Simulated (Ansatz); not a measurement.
Computed with Ansatz on PBE0-D4/def2-TZVP structures; ΔE is electronic, products minus reactants. CCSD(T)/CBS is the MP2 limit (def2-TZVPP, def2-QZVPP) plus CCSD(T) − MP2 in def2-TZVPP, frozen cores. DFT in def2-TZVPP. For Br outer-core shells are correlated without core-valence functions, which leaves a few kJ/mol of doubt a bond. Scalar relativity is left out up to krypton. Each species was taken in one conformer, which may not be the lowest.

Reaction (formal exchange of groups at the Si–B bond): `N[SiH2]B(F)F` + `CC(Cl)Br` → `CC(Cl)[SiH2]N` + `FB(F)Br`

`N[SiH2]B(F)F`:

Cartesian coordinates in Å:
```
N 0.336 0.172 -1.610
Si -0.515 0.426 -0.135
B 0.194 -0.548 1.515
F -0.390 -0.428 2.696
F 1.257 -1.333 1.479
H 0.277 -0.725 -2.066
H 1.257 0.563 -1.723
H -0.491 1.882 0.172
H -1.925 -0.010 -0.329
```

`CC(Cl)Br`:

Z-matrix (Å, degrees):
```
C
C 1 1.503
H 1 1.090 2 110.7
H 1 1.091 2 109.8 3 120.3
H 1 1.092 2 109.4 3 -119.9
Cl 2 1.770 1 111.2 3 61.3
Br 2 1.948 1 110.6 3 -62.1
H 2 1.086 1 112.9 3 -179.0
```

`CC(Cl)[SiH2]N`:

Z-matrix (Å, degrees):
```
C
C 1 1.512
H 1 1.092 2 111.6
H 1 1.092 2 111.0 3 -120.7
H 1 1.095 2 109.5 3 119.9
Cl 2 1.808 1 110.0 3 57.3
Si 2 1.895 1 114.7 3 176.2
H 2 1.093 1 110.7 3 -58.2
N 7 1.710 2 114.1 1 -61.1
H 7 1.484 2 106.8 1 176.7
H 7 1.490 2 107.7 1 57.4
H 9 1.006 7 120.9 2 87.5
H 9 1.007 7 120.7 2 -61.6
```

`FB(F)Br`:

Cartesian coordinates in Å:
```
F -0.309 -0.812 -1.082
B -0.130 -0.056 -0.029
F -1.145 0.190 0.760
Br 1.584 0.677 0.351
```

```
        species  PBE0-D4 energy (Eh)
 `N[SiH2]B(F)F`           -571.04869
     `CC(Cl)Br`          -3112.48206
`CC(Cl)[SiH2]N`           -885.15689
      `FB(F)Br`          -2798.42850
```

**Question.** Work out ΔE.

**Answer.** ΔE = (-885.15689) + (-2798.42850) − (-571.04869) − (-3112.48206) = -0.05464 Eh = -34.3 kcal/mol. CCSD(T)/CBS gives -34.8 kcal/mol.

Largest T1 diagnostic among the species: 0.013.

From PBE to PBE0 (25 % exact exchange), in def2-TZVPP and without D4, ΔE moves by −2.1 kcal/mol. The D4 term adds −1.4 kcal/mol with B3LYP and −0.8 kcal/mol with PBE0; it sums over pairs of atoms, weighted by their polarisabilities, and B3LYP, whose exchange is more repulsive, gets the larger term.

B3LYP here is the variant with VWN-RPA as its local correlation; programs differ in this.
